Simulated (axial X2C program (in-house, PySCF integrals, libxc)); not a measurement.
## Potential curves of NaIn⁺, 2c

All values were computed with an in-house all-electron X2C program for linear molecules (integrals from PySCF). Two-component (2c) means X2C with spin–orbit coupling and atomic mean-field two-electron Coulomb and Gaunt terms. Basis: In dyall-cv3z [11s12p9d4f1g], Na dyall-cv3z [9s8p5d2f] (cores contracted in-house); Gaussian nuclei, density fitting, unrestricted open shells. Masses: In 114.904 u, Na 22.990 u.

State: Ω = 1/2 (⟨Sz⟩ = 0.48, ⟨Lz⟩ = 0.02 at HF). Energies in cm⁻¹ from the lowest point of each curve. Fits are polynomials in 1 − R0/R over 0.85 to 1.23 times the lowest point R0.

| R (Å) | MP2 | CCSD | PBE50 |
| --- | --- | --- | --- |
| 3.0720 | 1041 |  | 711 |
| 3.2132 | 466 | 455 | 262 |
| 3.3191 | 206 | 197 | 81 |
| 3.4251 | 58 | 53 | 0 |
| 3.5310 | 0 | 0 | 2 |
| 3.6546 | 20 | 27 | 79 |
| 3.7782 | 113 | 128 | 221 |
| 3.9371 | 313 | 340 | 474 |
| 4.1313 | 647 |  | 852 |
| 4.4138 | 1244 |  | 1485 |

Correlated methods: 3 electrons correlated (number of frozen shells: In 4 s, 3 p, 2 d; Na 2 s, 1 p), 283 virtual spin orbitals or spinors in MP2, 47 natural virtuals in coupled cluster.

One determinant describes the state; a PBE0 search over occupations chose it and may have missed a lower one. Density functionals use the spin component along the axis (collinear). CCSD ran in a truncated set of natural virtual spinors with an MP2 remainder; without triples it tends to underbind. With the outer-core shells frozen, correlated bond lengths of heavy atoms tend to come out a few hundredths of an ångström too long. Coupled cluster ran on the points near the minimum only. MP2 and coupled cluster on one determinant become unreliable at the stretched end.

**Question.** What are Re and ωe at the MP2 level?

**Answer.** At MP2, 2c: Re = 3.563 Å, ωe ≈ 101 cm⁻¹; Be follows as 0.0693 cm⁻¹.

**Question.** Fit the CCSD curve near its minimum: give the equilibrium distance and the harmonic wavenumber.

**Answer.** At CCSD, 2c: Re = 3.554 Å, ωe ≈ 103 cm⁻¹; Be follows as 0.0697 cm⁻¹.

**Question.** What are Re and ωe at the PBE50 level?

**Answer.** At PBE50, 2c: Re = 3.476 Å, ωe ≈ 105 cm⁻¹; Be follows as 0.0728 cm⁻¹.
